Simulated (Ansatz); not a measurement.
Stepwise reaction of `[OH][Ga]([Br])[Br]` with hydrogen fluoride, as a gas-phase model of exchange steps in deposition or etching. ΔE in kJ/mol; ΔG adds harmonic PBE0-D4 terms to CCSD(T)/CBS, at 1 bar.

Isolated molecules relaxed with PBE0-D4/def2-TZVP in Ansatz; ΔE leaves out vibrations. CCSD(T)/CBS is the MP2 limit (def2-TZVPP, def2-QZVPP) plus CCSD(T) − MP2 in def2-TZVPP, frozen cores. This one scheme is used for every species. DFT in def2-TZVPP. B3LYP here is the variant with VWN-RPA as its local correlation; programs differ in this. For Br, Ga outer-core shells are correlated without core-valence functions, which leaves a few kJ/mol of doubt a bond. Scalar relativity is left out up to krypton. One conformer a species, not always the lowest.

```csv
step,reaction,PBE-D4,B3LYP-D4,ωB97M-V,CCSD(T)/CBS,ΔG(500 K)
2,`[OH][Ga]([F])[Br]` + H–F → `[OH][Ga]([F])[F]` + HBr,49.0,46.3,46.6,52.8,44.6
```

Give the row of step 1, `[OH][Ga]([Br])[Br]` + H–F → `[OH][Ga]([F])[Br]` + HBr. (Best estimate.)

Ansatz gave: 
```
step                                                reaction  PBE-D4  B3LYP-D4  ωB97M-V  CCSD(T)/CBS  ΔG(500 K)
   1  `[OH][Ga]([Br])[Br]` + H–F → `[OH][Ga]([F])[Br]` + HBr    46.5      44.8     44.8         52.0       43.9
```

By hand: ΔE of the 2 steps together at CCSD(T)/CBS.

(52.0) + (52.8) = 104.8 kJ/mol, or 52.4 kJ/mol a step.

In ΔE the steps differ by no more than 0.8 kJ/mol. All are uphill at CCSD(T)/CBS. ΔG lies between 43.9 and 44.6 kJ/mol a step. PBE-D4 differs from CCSD(T)/CBS by -5.5 to -3.8 kJ/mol a step. Isolated molecules leave out the surface, adducts and barriers. Largest T1 diagnostic: 0.015.
